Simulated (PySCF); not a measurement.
PySCF input file for Ge(H)2(F)(OH) (FGeH₃O), SMILES [OH][GeH2][F], ADC(2)/aug-cc-pVDZ. Coordinates come from a B3LYP-D3(BJ)/def2-TZVP optimisation. Other conformers were not sampled.

```python
import numpy as np
from pyscf import gto, scf, dft, adc

mol = gto.M(
    atom='''
    Ge   -0.22397004   -0.25375190    0.02841101
    O     1.46018446   -0.38325989   -0.50496715
    F    -0.56495333    1.44069971    0.30290699
    H    -1.07732271   -0.71748366   -1.14944499
    H    -0.45465795   -0.93089485    1.38672812
    H     2.10212632   -0.13177911    0.16713879
    ''',
    basis='aug-cc-pVDZ',
    charge=0,
    spin=0,
    max_memory=1600,
    verbose=4,
)
mf = scf.RHF(mol)
mf.conv_tol = 1e-10
mf.max_cycle = 100
mf.kernel()
res = {}
for kind, nroots in (('ee', 6), ('ip', 6), ('ea', 2)):
    a = adc.ADC(mf).density_fit('aug-cc-pvdz-ri')
    a.method, a.method_type = 'adc(2)', kind
    e, v, p, x = a.kernel(nroots=nroots)
    res[kind] = (e * 27.211386245988, p)
for kind, (e, p) in res.items():
    print(kind, 'energies / eV', np.round(e, 3), 'strengths', np.round(p, 4))
```

Output:

```
PySCF version 2.14.0

[INPUT] verbose = 4
[INPUT] num. atoms = 6
[INPUT] num. electrons = 52
[INPUT] charge = 0
[INPUT] spin (= nelec alpha-beta = 2S) = 0
[INPUT] symmetry False subgroup None
[INPUT] Mole.unit = angstrom
[INPUT] Symbol           X                Y                Z      unit          X                Y                Z       unit  Magmom
[INPUT]  1 Ge    -0.223970040000  -0.253751900000   0.028411010000 AA   -0.423242035708  -0.479521594588   0.053689027822 Bohr   0.0
[INPUT]  2 O      1.460184460000  -0.383259890000  -0.504967150000 AA    2.759348720746  -0.724256226631  -0.954249615402 Bohr   0.0
[INPUT]  3 F     -0.564953330000   1.440699710000   0.302906990000 AA   -1.067607066861   2.722527879640   0.572411252316 Bohr   0.0
[INPUT]  4 H     -1.077322710000  -0.717483660000  -1.149444990000 AA   -2.035844869674  -1.355847616251  -2.172136226353 Bohr   0.0
[INPUT]  5 H     -0.454657950000  -0.930894850000   1.386728120000 AA   -0.859179005856  -1.759136317268   2.620536356033 Bohr   0.0
[INPUT]  6 H      2.102126320000  -0.131779110000   0.167138790000 AA    3.972443024040  -0.249026426839   0.315846537891 Bohr   0.0

nuclear repulsion = 219.578080902018
number of shells = 40
number of NR pGTOs = 189
number of NR cGTOs = 109
basis = aug-cc-pVDZ
ecp = {}


[settings echo left out]
init E= -2250.6710841766
  HOMO = -0.372008620677857  LUMO = 0.0146240450030355  gap/eV = 10.52081
cycle= 1 E= -2251.37476532963  delta_E= -0.704  |g|= 0.667  |ddm|= 2.14
  HOMO = -0.435410322998175  LUMO = 0.0305789052222458  gap/eV = 12.68021
cycle= 2 E= -2251.43616865662  delta_E= -0.0614  |g|= 0.434  |ddm|= 0.81
  HOMO = -0.492335675433203  LUMO = 0.0341877515090001  gap/eV = 14.32743
cycle= 3 E= -2251.46838234927  delta_E= -0.0322  |g|= 0.0417  |ddm|= 0.284
  HOMO = -0.483360855254329  LUMO = 0.0357163271199292  gap/eV = 14.12481
cycle= 4 E= -2251.46898171902  delta_E= -0.000599  |g|= 0.00921  |ddm|= 0.085
  HOMO = -0.484554276831018  LUMO = 0.0356386848367665  gap/eV = 14.15517
cycle= 5 E= -2251.46901737263  delta_E= -3.57e-05  |g|= 0.0028  |ddm|= 0.0233
  HOMO = -0.484468696519745  LUMO = 0.0356438707275544  gap/eV = 14.15298
cycle= 6 E= -2251.46902032626  delta_E= -2.95e-06  |g|= 0.00127  |ddm|= 0.00561
  HOMO = -0.484538110635221  LUMO = 0.0356450573148326  gap/eV = 14.15490
cycle= 7 E= -2251.46902096986  delta_E= -6.44e-07  |g|= 0.000381  |ddm|= 0.00224
  HOMO = -0.48452985605587  LUMO = 0.0356484805193968  gap/eV = 14.15477
cycle= 8 E= -2251.46902106031  delta_E= -9.05e-08  |g|= 7.68e-05  |ddm|= 0.00101
  HOMO = -0.484518175547985  LUMO = 0.035648744037081  gap/eV = 14.15446
cycle= 9 E= -2251.46902106421  delta_E= -3.89e-09  |g|= 1.38e-05  |ddm|= 0.000244
  HOMO = -0.484518104202238  LUMO = 0.0356490148692181  gap/eV = 14.15447
cycle= 10 E= -2251.46902106433  delta_E= -1.27e-10  |g|= 4.12e-06  |ddm|= 3.55e-05
  HOMO = -0.484518090350334  LUMO = 0.0356489015608101  gap/eV = 14.15446
cycle= 11 E= -2251.46902106434  delta_E= -9.09e-12  |g|= 1.03e-06  |ddm|= 1.29e-05
  HOMO = -0.484518055141157  LUMO = 0.0356489121443868  gap/eV = 14.15446
Extra cycle  E= -2251.46902106434  delta_E= 5.46e-12  |g|= 5.05e-07  |ddm|= 2.26e-06
converged SCF energy = -2251.46902106434

******** <class 'pyscf.adc.radc.RADC'> ********
******** ADC Orbital Information ********
Number of Frozen Occupied Orbitals: 0
Number of Frozen Virtual Orbitals: 0
Number of Active Occupied Orbitals: 26
Number of Active Virtual Orbitals: 83
*****************************************
******** <class 'pyscf.df.df.DF'> ********
auxbasis = aug-cc-pvdz-ri
Reference correlation energy (doubles): -0.56244556
MP2 correlation energy of reference state (a.u.) = -0.56244556

******** <class 'pyscf.adc.radc_ee.RADCEE'> ********
max_space = 12
max_cycle = 50
conv_tol = 1e-08

*************************************************************
        ADC calculation summary (singlet states only)
*************************************************************
adc(2) root 0  |  Energy (Eh) =   0.2639182836  |  Energy (eV) =   7.18158229  |  Osc. strength = 0.03742965  |  conv = True
adc(2) root 1  |  Energy (Eh) =   0.2961366623  |  Energy (eV) =   8.05828903  |  Osc. strength = 0.01024636  |  conv = True
adc(2) root 2  |  Energy (Eh) =   0.3010926517  |  Energy (eV) =   8.19314837  |  Osc. strength = 0.06640873  |  conv = True
adc(2) root 3  |  Energy (Eh) =   0.3128910605  |  Energy (eV) =   8.51419943  |  Osc. strength = 0.04457576  |  conv = False
adc(2) root 4  |  Energy (Eh) =   0.3167670546  |  Energy (eV) =   8.61967060  |  Osc. strength = 0.03386337  |  conv = False
adc(2) root 5  |  Energy (Eh) =   0.3276559573  |  Energy (eV) =   8.91597274  |  Osc. strength = 0.02867010  |  conv = False

WARN: Davidson iterations for 3 root(s) did not converge!!!


******** <class 'pyscf.adc.radc.RADC'> ********
******** ADC Orbital Information ********
Number of Frozen Occupied Orbitals: 0
Number of Frozen Virtual Orbitals: 0
Number of Active Occupied Orbitals: 26
Number of Active Virtual Orbitals: 83
*****************************************
******** <class 'pyscf.df.df.DF'> ********
auxbasis = aug-cc-pvdz-ri
Reference correlation energy (doubles): -0.56244556
MP2 correlation energy of reference state (a.u.) = -0.56244556

******** <class 'pyscf.adc.radc_ip.RADCIP'> ********
max_space = 12
max_cycle = 50
conv_tol = 1e-08

*************************************************************
        ADC calculation summary (doublet states only)
*************************************************************
adc(2) root 0  |  Energy (Eh) =   0.3986046579  |  Energy (eV) =  10.84658522  |  Spec. factor = 1.73100774  |  conv = True
adc(2) root 1  |  Energy (Eh) =   0.4267963832  |  Energy (eV) =  11.61372114  |  Spec. factor = 1.75201989  |  conv = True
adc(2) root 2  |  Energy (Eh) =   0.4487183540  |  Energy (eV) =  12.21024834  |  Spec. factor = 1.75995212  |  conv = True
adc(2) root 3  |  Energy (Eh) =   0.4773373247  |  Energy (eV) =  12.98901021  |  Spec. factor = 1.72801820  |  conv = True
adc(2) root 4  |  Energy (Eh) =   0.5185576302  |  Energy (eV) =  14.11067185  |  Spec. factor = 1.78955179  |  conv = True
adc(2) root 5  |  Energy (Eh) =   0.5229054173  |  Energy (eV) =  14.22898116  |  Spec. factor = 1.78790136  |  conv = True

******** <class 'pyscf.adc.radc.RADC'> ********
******** ADC Orbital Information ********
Number of Frozen Occupied Orbitals: 0
Number of Frozen Virtual Orbitals: 0
Number of Active Occupied Orbitals: 26
Number of Active Virtual Orbitals: 83
*****************************************
******** <class 'pyscf.df.df.DF'> ********
auxbasis = aug-cc-pvdz-ri
Reference correlation energy (doubles): -0.56244556
MP2 correlation energy of reference state (a.u.) = -0.56244556

******** <class 'pyscf.adc.radc_ea.RADCEA'> ********
max_space = 12
max_cycle = 50
conv_tol = 1e-08

*************************************************************
        ADC calculation summary (doublet states only)
*************************************************************
adc(2) root 0  |  Energy (Eh) =   0.0265504415  |  Energy (eV) =   0.72247431  |  Spec. factor = 1.97643390  |  conv = True
adc(2) root 1  |  Energy (Eh) =   0.0365641175  |  Energy (eV) =   0.99496032  |  Spec. factor = 1.97652729  |  conv = True
ee energies / eV [7.182 8.058 8.193 8.514 8.62  8.916] strengths [0.0374 0.0102 0.0664 0.0446 0.0339 0.0287]
ip energies / eV [10.847 11.614 12.21  12.989 14.111 14.229] strengths [1.731  1.752  1.76   1.728  1.7896 1.7879]
ea energies / eV [0.722 0.995] strengths [1.9764 1.9765]
```

Convergence was not reached.
